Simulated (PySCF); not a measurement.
## Electron correlation in Pb (lead, neutral)

[Xe] 4f14 5d10 6s1 6p3, high-spin 5S determinant (an excited configuration). All numbers are calculated (PySCF 2.14, the spin-free X2C one-electron Hamiltonian (Gaussian nucleus), in ANO-RCC-VTZP). Frozen: [Kr] 4d10 4f14; 22 electrons correlated.

```csv
level,correlation energy (mhartree)
CCSD,-549.01
(T),-12.82
CCSD(T),-561.83
```

Diagnostics: T1 = 0.0062, D1 = 0.0229, largest double amplitude 0.041.

Spin-orbit coupling is strong in this species (close to jj coupling), so the high-spin LS determinant is a model state, not a physical level.

Cost of the coupled-cluster step: of the order of 30 core-seconds, for 22 correlated electrons.

Iterations:

```
CC2 = 0
CCSD nocc = (np.int64(13), np.int64(9)), nmo = (63, 63)
frozen orbitals [[0, 1, 2, 3, 4, 5, 6, 7, 8, 9, 10, 11, 12, 13, 14, 15, 16, 17, 18, 19, 20, 21, 22, 24, 25, 26, 27, 28, 29, 30], [0, 1, 2, 3, 4, 5, 6, 7, 8, 9, 10, 11, 12, 13, 14, 15, 16, 17, 18, 19, 20, 21, 22, 24, 25, 26, 27, 28, 29, 30]]
max_cycle = 100
direct = 0
conv_tol = 1e-08
conv_tol_normt = 1e-06
diis_space = 8
diis_start_cycle = 0
Init t2, MP2 energy = -0.575866563397486
Init E_corr(UCCSD) = -0.575866563411518
cycle = 1  E_corr(UCCSD) = -0.538043666159498  dE = 0.0378228973  norm(t1,t2) = 0.0551797
cycle = 2  E_corr(UCCSD) = -0.549409722945365  dE = -0.0113660568  norm(t1,t2) = 0.0121087
cycle = 3  E_corr(UCCSD) = -0.54855822464915  dE = 0.000851498296  norm(t1,t2) = 0.00421621
cycle = 4  E_corr(UCCSD) = -0.54899080938143  dE = -0.000432584732  norm(t1,t2) = 0.0014137
cycle = 5  E_corr(UCCSD) = -0.549028606856581  dE = -3.77974752e-05  norm(t1,t2) = 0.000172496
cycle = 6  E_corr(UCCSD) = -0.549011992497866  dE = 1.66143587e-05  norm(t1,t2) = 4.39129e-05
cycle = 7  E_corr(UCCSD) = -0.549012781627152  dE = -7.89129285e-07  norm(t1,t2) = 4.04508e-06
cycle = 8  E_corr(UCCSD) = -0.5490129440186  dE = -1.62391449e-07  norm(t1,t2) = 7.76268e-07
cycle = 9  E_corr(UCCSD) = -0.549012913359891  dE = 3.06587097e-08  norm(t1,t2) = 1.72296e-07
cycle = 10  E_corr(UCCSD) = -0.54901291335633  dE = 3.5602632e-12  norm(t1,t2) = 3.76586e-08
UCCSD converged
E(UCCSD) = -20879.44887678058  E_corr = -0.5490129133563303
UCCSD(T) correction = -0.0128242558967041
```

Spin-orbit coupling is strong in this species, so the high-spin LS determinant is a model state.
